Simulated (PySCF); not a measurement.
This PySCF input asks for the NMR shieldings of C₂H₄BNO; the geometry comes from GFN2-xTB.

```python
import basis_set_exchange as bse
import numpy as np
from pyscf import gto, dft
from pyscf.prop import nmr

atoms = """
O    -3.131933    2.145836   -0.878832
B    -1.949834    1.557984   -1.000639
C    -1.925927   -0.038933   -0.855541
C    -1.391449   -0.650989   -2.038469
N    -0.972274   -1.127746   -2.990364
H    -3.187668    3.097842   -0.963826
H    -0.950036    2.152115   -1.201979
H    -2.928206   -0.437684   -0.686857
H    -1.291102   -0.335210   -0.016325
"""
names = dict.fromkeys(["O", "B", "C", "N", "H"], "pcSseg-1")
basis = {el: gto.basis.parse(bse.get_basis(n, elements=[el], fmt="nwchem")) for el, n in names.items()}
mol = gto.M(atom=atoms, basis=basis, charge=0, verbose=0)
mf = dft.RKS(mol, xc="PBE0")
mf.grids.level = 2
mf.grids.alignment = dft.numint.BLKSIZE   # the property module wants whole blocks of grid points
mf.conv_tol = 1e-9
mf.kernel()

calc = nmr.RKS(mf)   # GIAO
C = mf.mo_coeff
Co = C[:, mf.mo_occ > 0]
resp = mf.gen_response(singlet=True, hermi=2)
def vind(x):   # induced exchange potential for any number of trial vectors
    d = np.einsum("pi,xij,qj->xpq", C, 2 * x.reshape(-1, C.shape[1], Co.shape[1]), Co, optimize=True)
    return np.einsum("xpq,pi,qj->xij", resp(d - d.transpose(0, 2, 1)), C, Co, optimize=True).ravel()
mo1, _ = nmr.rhf.solve_mo1(calc, with_cphf=vind)
sigma = calc.kernel(mo1)
for i, s in enumerate(sigma):   # ppm
    print("%2d %-2s %9.2f" % (i, mol.atom_pure_symbol(i), np.trace(s) / 3))
```

Problem. Give the expected output.

Solution. 
```
 0 O     136.76
 1 B      55.97
 2 C     176.34
 3 C      66.52
 4 N     -30.02
 5 H      25.04
 6 H      26.33
 7 H      29.88
 8 H      29.84
```

These numbers come from an equivalent density-fitted implementation of the same equations, which agrees with the script to about 0.01 ppm for H and up to a few tenths of a ppm for heavy atoms, so last digits may differ.

Size and cost of the density-fitted run: 105 basis functions, 6 s wall time on 1 thread of an Arm Neoverse V2, shared host; peak memory 0.47 GiB.
